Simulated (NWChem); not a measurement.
# Basis-set convergence for CH$_{5}$FSi

SMILES: FC[SiH3]
```xyz
8

F     -1.4535    -0.7711     0.0000
C     -0.7893     0.4381     0.0000
Si     1.0902     0.1460     0.0000
H     -1.0954     1.0197    -0.8884
H     -1.0954     1.0197     0.8884
H      1.4823    -0.6222     1.2171
H      1.4823    -0.6222    -1.2171
H      1.7812     1.4720     0.0000
```
Charge 0, spin multiplicity 1.

Program: NWChem. All single points use one geometry, from PBE0/def2-SVP, a minimum by its harmonic frequencies.

Quantity: vertical ionisation energy at the level ΔB3LYP (Δ: difference of total energies, the cation a doublet at the parent's geometry with its hole in an orbital of symmetry a' (Cs labels); it is the state that the SCF runs reached, from PBE0 orbitals for Hartree-Fock references, and need not be the lowest).

B3LYP has NWChem's definition, with VWN1-RPA local correlation. The Pople sets run with spherical d functions. The structure started from a generated list of species. No SCF solution was tested for a lower state.

Relative cost: rough, from shared machines, SCF included, 6-31+G* = 1.

```tsv
basis	functions	vertical ionisation energy (eV)	relative cost
6-31+G*	68	11.16	1
6-311++G**	109	(withheld)	under 3
def2-TZVP	129	11.11	under 3
pcseg-2	164	(withheld)	4
cc-pVTZ	164	(withheld)	4
def2-TZVPP	174	11.11	4
```

Question: What belongs in the gaps?

Answer: 
- 6-311++G**, vertical ionisation energy (eV): 11.19
- pcseg-2, vertical ionisation energy (eV): 11.14
- cc-pVTZ, vertical ionisation energy (eV): 11.08
